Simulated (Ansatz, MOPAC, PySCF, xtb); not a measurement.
Dimer: HCl (SMILES Cl) (first 2 atoms) with Br2 (SMILES BrBr); geometry from B3LYP-D3(BJ)/def2-TZVP, rigid monomers moved along the line of their centres of mass till Cl1···Br4 is 3.72 Å.
(charge 0, multiplicity 1):
```xyz
4

Cl    -0.08714    -0.25781     0.07877
H      0.95876     0.48574     0.07410
Br     0.00265     0.17306     6.10770
Br    -0.10969    -0.04768     3.79396
```

Monomers are frozen at their geometry in the pair; levels with a basis set take the counterpoise correction.

The state reached by PM6 isn't checked.

The values were computed with Ansatz (Gaussian orbitals); MOPAC for PM6 (differences of heats of formation); PySCF for the dispersion terms; xtb for the GFN methods. 

One of these levels gives -7.0 kJ/mol for the interaction energy. Which one is it?
A. PM6
B. GFN2-xTB
C. B3LYP-D4/def2-TZVPPD

C, B3LYP-D4/def2-TZVPPD. The others give -1.7 (PM6), -5.1 (GFN2-xTB)

Ansatz is a first-principles code.
